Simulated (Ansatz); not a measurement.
Na₂Br₂⁺, that is (NaBr)2 ring with one electron fewer. Total charge 1; doublet. Geometry PBE-D4/def2-SVP, that of the neutral singlet; atoms count from 1.

| atom | x (Å) | y (Å) | z (Å) |
| --- | --- | --- | --- |
| Na1 | 0.272 | 1.374 | -0.861 |
| Br2 | 2.050 | -0.552 | -0.233 |
| Na3 | -0.272 | -1.372 | 0.863 |
| Br4 | -2.051 | 0.551 | 0.231 |

**Question.** Estimate the Mulliken populations from the PBE0/def2-TZVP orbitals of Ansatz.

**Answer.** 
| atom | charge (e) | spin (α − β) |
| --- | --- | --- |
| Na1 | 0.73 | -0.02 |
| Br2 | -0.23 | 0.52 |
| Na3 | 0.73 | -0.02 |
| Br4 | -0.23 | 0.52 |
Mulliken values and Mayer orders depend strongly on the basis.

**Question.** Where does the spin sit?

**Answer.** Summed by element: Na -0.03, Br 1.03, of 1 unpaired in all. Largest on single atoms: Br4 0.52, Br2 0.52, Na1 -0.02.
